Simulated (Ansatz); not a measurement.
Consider the ligand exchange at a Zr–Cl bond: `[OH][Zr]([F])([Cl])[SeH]` + H–F → `[OH][Zr]([F])([F])[SeH]` + HCl.

Isolated molecules relaxed with PBE0-D4/def2-TZVP in Ansatz; ΔE leaves out vibrations. CBS: MP2 limit from def2 TZ/QZ plus the TZ coupled-cluster correction, frozen cores. This one scheme is used for every species. DFT in def2-TZVPP. B3LYP here is the variant with VWN-RPA as its local correlation; programs differ in this. Elements past krypton have def2 core potentials. For Se, Zr outer-core shells are correlated without core-valence functions, which leaves a few kJ/mol of doubt a bond. Scalar relativity is left out up to krypton. One conformer a species, not always the lowest.

CCSD(T)/CBS gives -0.09 eV.

Another level gave -0.23 eV. Which?
A. PBE-D4/def2-TZVPP
B. MP2/def2-TZVPP
C. CCSD(T)/def2-TZVPP
D. B3LYP/def2-TZVPP

D. B3LYP -0.23, CCSD(T)/def2-TZVPP -0.12, MP2/def2-TZVPP -0.05, PBE-D4 -0.18 eV.

Largest T1 diagnostic among the species: 0.016.

In def2-TZVPP, CCSD(T) changes the Hartree–Fock value by +0.04 eV (the triples alone add +0.02 eV) and MP2 by +0.11 eV. From PBE to PBE0 (25 % exact exchange), in def2-TZVPP and without D4, ΔE moves by +0.06 eV.
